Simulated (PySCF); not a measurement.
Two species compared at the same levels of theory.

First species: C₆H₇N₃S.
Cartesian coordinates in Å at the GFN2-xTB level; atoms count from 1:
```
atom  x, y, z in Å
C1    -3.703    0.203   -0.255
C2    -2.626   -0.572   -0.290
C3    -1.291   -0.073    0.001
C4    -0.169   -0.894   -0.042
C5     1.044   -0.271    0.261
S6     2.538   -1.164    0.250
C7     3.702    0.147    0.710
N8     1.087    1.027    0.567
N9    -0.003    1.719    0.585
N10   -1.152    1.229    0.321
H11   -3.615    1.246   -0.003
H12   -4.686   -0.180   -0.472
H13   -2.687   -1.623   -0.540
H14   -0.219   -1.942   -0.292
H15    3.659    0.935   -0.035
H16    4.685   -0.311    0.735
H17    3.428    0.538    1.684
```

Second species: C₈H₁₈S.
SMILES: `CC[C@H](S[C@H](C)CC)C`

Levels: PBE0/pcSseg-1 for dipole moment, HOMO energy, LUMO energy and HOMO–LUMO gap; GFN2-xTB for rotational constant A and rotational constant C. Geometries: GFN2-xTB. Each species is one conformer at its optimised geometry, gas phase, non-relativistic unless stated; the electronic structure was computed with PySCF and density fitting.

Dipoles, sizes and rotational constants follow the conformer. The torsions of the flexible species, by atom-mapped SMILES:
- `[CH2:1]=[CH:2][c:3]1[cH:4][c:5]([S:6][CH3:7])[n:8][n:9][n:10]1`: C1–C2–C3–C4 180°, C4–C5–S6–C7 180°
- `[CH3:1][CH2:2][C@@H:3]([CH3:4])[S:5][C@H:6]([CH3:7])[CH2:8][CH3:9]`: C1–C2–C3–C4 165°, C2–C3–S5–C6 -69°, C3–S5–C6–C7 -101°, S5–C6–C8–C9 -66°

```
             property   column X   column Y
        dipole moment     1.69 D     3.34 D
          HOMO energy   -6.18 eV   -6.94 eV
          LUMO energy    1.09 eV   -2.08 eV
        HOMO–LUMO gap    7.27 eV    4.86 eV
rotational constant A  1.560 GHz  3.487 GHz
rotational constant C  0.748 GHz  0.546 GHz
```

Which column belongs to which species?

Column X is the second species and column Y the first. The first has 17 atoms and 80 electrons, the second 27 and 82.

How does each property change from the first species to the second?

dipole moment -1.65 D; HOMO energy +0.76 eV; LUMO energy +3.17 eV; HOMO–LUMO gap +2.41 eV; rotational constant A -1.927 GHz; rotational constant C +0.202 GHz.

On the first: A dipole of 3.34 D is allowed in Cs, and pure rotational transitions are dipole-allowed. In atomic units the dipole is 1.31 e·bohr (1 au = 2.5417 D).

On the second: The dipole matches unit charges of opposite sign 0.35 Å apart (1 e·Å = 4.8032 D).
